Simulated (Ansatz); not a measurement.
System: BeH$_{2}$, charge 0, triplet. This triplet is an excited state, 3.5 eV above the singlet at CCSD(T)/def2-QZVPP (Ansatz, an electronic-structure program). BeH2 (parent SMILES [BeH2], triplet).
B3LYP-D3(BJ)/def2-TZVP minimum from Ansatz:
```xyz
3

Be    -0.4005    -0.1824     0.0842
H      1.0134     0.0764     0.2170
H      0.5886     0.6533    -0.5538
```
Charge 0, spin multiplicity 3.

Total energies in def2-TZVPP, 4 correlated electrons, 1 frozen orbitals. Radicals and triplets start from unrestricted determinants; spin-orbit coupling is neglected. Correlated methods leave the cores frozen. No relativity. Full CI freezes restricted core orbitals and the other rows unrestricted ones, which leaves a small offset even where coupled cluster is exact. The spin of H2Be (parent SMILES [BeH2], triplet) was assumed, and the state is the lowest solution found for it.

```csv
method,program,energy (Eh),error against FCI (mEh)
HF,Ansatz,-15.65789,60.12
MP2,Ansatz,-15.70419,13.82
CCSD,Ansatz,-15.71671,1.30
CCSD(T),Ansatz,-15.71772,0.30
CCSDT(Q),Ansatz,-15.71803,-0.01
CCSDTQ,Ansatz,-15.71803,-0.01
FCI,Ansatz,-15.71802,0.00
```

Rough core times of Ansatz's runs on a shared machine: CCSD(T) under 20 s, CCSDT(Q) under 20 s, CCSDTQ 30 s, FCI under 20 s.
